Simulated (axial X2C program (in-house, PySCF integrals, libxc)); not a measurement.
**Low determinants of PBr at the PBE0 level, with spin–orbit coupling**

Computed with an in-house relativistic program for diatomic molecules. Two-component (2c) means X2C with spin–orbit coupling and atomic mean-field two-electron Coulomb and Gaunt terms. Basis: Br dyall-cv3z [8s9p6d4f1g], P dyall-v3z [8s7p2d1f] (cores contracted in-house); Gaussian nuclei, density fitting, unrestricted open shells. Masses: Br 78.918 u, P 30.974 u.

Search at 2.182 Å (vertical energies from the lowest determinant):

| ΔE (eV) | state | electrons beyond evenly filled partner blocks | electrons in ±ω = 1/2, 3/2, 5/2, 7/2 |
| --- | --- | --- | --- |
| 0.00 | Ω = 1 | ω = -1/2, ω = 3/2 | 35 13 2 0 |
| 0.84 | Ω = 0 | none | 36 12 2 0 |
| 0.92 | Ω = 2 | ω = 1/2, ω = 3/2 | 35 13 2 0 |
| 1.00 | Ω = 0 | none | 34 14 2 0 |
| 3.75 | Ω = 1 | 2 × ω = 1/2 | 36 12 2 0 |
| 4.69 | Ω = 3 | 2 × ω = 3/2 | 36 12 2 0 |
| 4.93 | Ω = 1 | 2 × ω = 1/2 | 34 14 2 0 |

Lowest determinant, Ω = 1 (⟨Sz⟩ = 1.00, ⟨Lz⟩ = 0.00 at PBE0): Re = 2.178 Å, ωe = 439.5 cm⁻¹.

The determinant in row 2 of the search, Ω = 0 (closed shell), was followed along the bond at PBE0; measured from the minimum of the lowest determinant it gives:

Te = 0.833 eV (6715 cm⁻¹), Re = 2.158 Å, ωe = 458.2 cm⁻¹.

Q: Compare the bond of the determinant in row 2 with that of the lowest one.

A: At PBE0 its Re is 0.020 Å shorter and its force constant, which goes as ωe², is 1.09 times that of the lowest determinant. T0 ≈ Te + Δωe/2 = 6715 + (9) = 6724 cm⁻¹.

The search compares states at one distance, so a state with another bond length can lie lower; it is not exhaustive and yields mostly the lowest determinant of each block pattern, so other components and higher states of one pattern are missing. These are energies of single determinants, not of spin-adapted states; PBE0 term energies can be off by some tenths of an eV, and the functional has no current term. Open-shell Ω = 0 determinants with evenly filled partner blocks cannot be reached by this program, so the Ω shown need not be the lowest component. The lowest determinant need not be the ground state where others lie within half an eV. A closed-shell Ω = 0 row of a π² shell mixes the 0⁺ component of the triplet with ¹Σ⁺ and matches no level; 0⁺ can lie lowest.
